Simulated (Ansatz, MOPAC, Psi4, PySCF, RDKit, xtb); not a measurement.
Two geometries of C6H9NSi, SMILES N[SiH2]c1ccccc1, singlet, relaxed at B3LYP-D3(BJ)/def2-SVP with one dihedral held; other torsions can differ between them too.

Structure A

```
17

N      2.8602     0.5633     0.6367
Si     1.9726    -0.7457    -0.0824
C      0.1606    -0.2627    -0.1738
C     -0.2946     0.6602    -1.1345
C     -1.6397     1.0292    -1.1976
C     -2.5583     0.4798    -0.2971
C     -2.1272    -0.4409     0.6613
C     -0.7799    -0.8104     0.7167
H      3.8758     0.5630     0.6095
H      2.5266     0.9631     1.5092
H      2.0270    -2.0518     0.6556
H      2.5524    -0.9609    -1.4403
H      0.4138     1.1007    -1.8423
H     -1.9750     1.7459    -1.9516
H     -3.6115     0.7677    -0.3455
H     -2.8426    -0.8752     1.3643
H     -0.4568    -1.5410     1.4643
```

Structure B

```
17

N     -2.8367     0.5587     0.6480
Si    -1.9511    -0.7412    -0.0937
C     -0.1295    -0.2808    -0.1294
C      0.8600    -1.2485    -0.3799
C      2.2092    -0.8956    -0.4556
C      2.5930     0.4374    -0.2764
C      1.6235     1.4124    -0.0262
C      0.2738     1.0555     0.0409
H     -3.8167     0.6828     0.4124
H     -2.6776     0.7825     1.6266
H     -2.0620    -2.0842     0.5658
H     -2.5242    -0.8825    -1.4659
H      0.5757    -2.2977    -0.5102
H      2.9647    -1.6610    -0.6510
H      3.6487     0.7151    -0.3316
H      1.9201     2.4552     0.1134
H     -0.4854     1.8195     0.2277
```

Task: Which is lower in energy at the level CCSD(T) on RHF/cc-pVDZ, frozen core // B3LYP-D3(BJ)/def2-SVP (Ansatz, an electronic-structure program), and by how much?

Result: B is lower, by 0.69 kcal/mol (dihedral N1–Si2–C3–C4: 75° in A, 165° in B).

E(B) − E(A) in kcal/mol at the other levels, on the same two geometries: MMFF94 // B3LYP-D3(BJ)/def2-SVP (RDKit) 0.75; B3LYP/def2-TZVP // B3LYP-D3(BJ)/def2-SVP (Psi4) -0.22; B3LYP-D3(BJ)/def2-TZVP // B3LYP-D3(BJ)/def2-SVP (Psi4) -0.34; PBE/def2-TZVP // B3LYP-D3(BJ)/def2-SVP (Psi4) -0.37; PBE-D3(BJ)/def2-TZVP // B3LYP-D3(BJ)/def2-SVP (Psi4) -0.43; M06-2X/def2-TZVP // B3LYP-D3(BJ)/def2-SVP (Psi4) -0.52; RHF/cc-pVDZ // B3LYP-D3(BJ)/def2-SVP (Ansatz) -0.45; MP2 on RHF/cc-pVDZ, frozen core // B3LYP-D3(BJ)/def2-SVP (Ansatz) -0.62; CCSD on RHF/cc-pVDZ, frozen core // B3LYP-D3(BJ)/def2-SVP (Ansatz) -0.65; RHF/cc-pVTZ // B3LYP-D3(BJ)/def2-SVP (Ansatz) -0.13; MP2 on RHF/cc-pVTZ, frozen core // B3LYP-D3(BJ)/def2-SVP (Ansatz) -0.31; UFF // B3LYP-D3(BJ)/def2-SVP (RDKit) 0.50; PM3, restricted, heats of formation // B3LYP-D3(BJ)/def2-SVP (MOPAC) 0.06; PM6, restricted, heats of formation // B3LYP-D3(BJ)/def2-SVP (MOPAC) 0.56; GFN1-xTB // B3LYP-D3(BJ)/def2-SVP (xtb) -0.23; restricted B3LYP/6-31G*, spherical d, density fitting // B3LYP-D3(BJ)/def2-SVP (PySCF) -0.38; restricted Hartree-Fock/STO-3G // B3LYP-D3(BJ)/def2-SVP (PySCF) -0.33; restricted LDA (SVWN5)/6-31G*, spherical d, density fitting // B3LYP-D3(BJ)/def2-SVP (PySCF) -0.97; restricted Hartree-Fock/3-21G, density fitting // B3LYP-D3(BJ)/def2-SVP (PySCF) -0.88.
